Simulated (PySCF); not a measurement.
Structure problem from calculated spectra and properties.

Formula: C6H11BO2.

* Polarisability: 93.0 au [CAM-B3LYP/def2-SVPD]
* Rotational structure: rotational constants A, B, C: 3.207, 1.065, 0.984 GHz [PBE0-D3(BJ)/def2-SVP]
* Triplet: lowest triplet excitation (Tamm–Dancoff): 2.57 eV [TDA CAM-B3LYP/def2-SVPD]
* UV, strongest line: among the 10 lowest singlet transitions: S3 at 5.58 eV (222 nm, f = 0.076) [TDDFT CAM-B3LYP/def2-SVPD]
* 13C NMR: chemical shifts (computed TMS as zero) by class: 186.4 (2 C), 126.3 (1 C), 29.6 (1 C), 26.2 (2 C) ppm [GIAO PBE0/pcSseg-1]
* UV, first state: lowest singlet excitation: 3.80 eV (327 nm, f = 0.042) [TDDFT CAM-B3LYP/def2-SVPD]

Gas-phase values; electronic properties from PySCF, density fitting. Levels stand in brackets. Geometry: PBE0-D3(BJ)/def2-SVP, one conformer, isolated molecule. NMR classes are plain means over equivalent atoms (diastereotopic ones count apart unless rotation or inversion swaps them), as if these changed places fast.

Problem. Give a SMILES that accounts for the data.

Solution. Numbering: `[CH3:1][CH:2]([CH3:3])[C:4]1=[CH:5][O:6][BH2-:7][O+:8]=[CH:9]1`. 6 carbons fall into 4 classes; from least to most shielded: carbon bonded to C, O and H [C5/C9] (186.4 ppm, 2 C), fully substituted alkene carbon [C4] (126.3 ppm), allylic carbon [C2] (29.6 ppm), methyl carbon [C1/C3] (26.2 ppm, 2 C). S1 is mainly HOMO→LUMO (weight 0.97); the largest Löwdin shares of the orbital it empties are 0.21 on the fully substituted alkene carbon, 0.17 on an oxygen bonded to B and C, 0.16 on an oxygen bonded to B and C and 0.11 on the four-coordinate boron, of the orbital it fills 0.26 on a carbon bonded to C, O and H, 0.24 on a carbon bonded to C, O and H, 0.15 on an oxygen bonded to B and C and 0.14 on an oxygen bonded to B and C. The optimised geometry has point group C1 and is an asymmetric top. Structure: `CC(C)C1=CO[BH2-][O+]=C1`. Computed isomers that give other values at the same levels: `C=CC[C@@H]1CCOBO1` (lowest singlet excitation: 7.32 eV (169 nm, f = 0.381)); `CC(C)(C)C#CB(O)O` (13C chemical shifts (computed TMS as zero) by class: 115.9 (1 C), 83.7 (1 C), 32.5 (3 C), 28.3 (1 C) ppm); `C=C(C)[C@H]1CCOBO1` (lowest singlet excitation: 6.96 eV (178 nm, f = 0.056)). The assignments are read from this structure; whether some other isomer fits the data as well wasn't checked.

The values belong to the conformer `[CH3:1][CH:2]([CH3:3])[C:4]1=[CH:5][O:6][BH2-:7][O+:8]=[CH:9]1`: C1–C2–C4–C5 -106°.
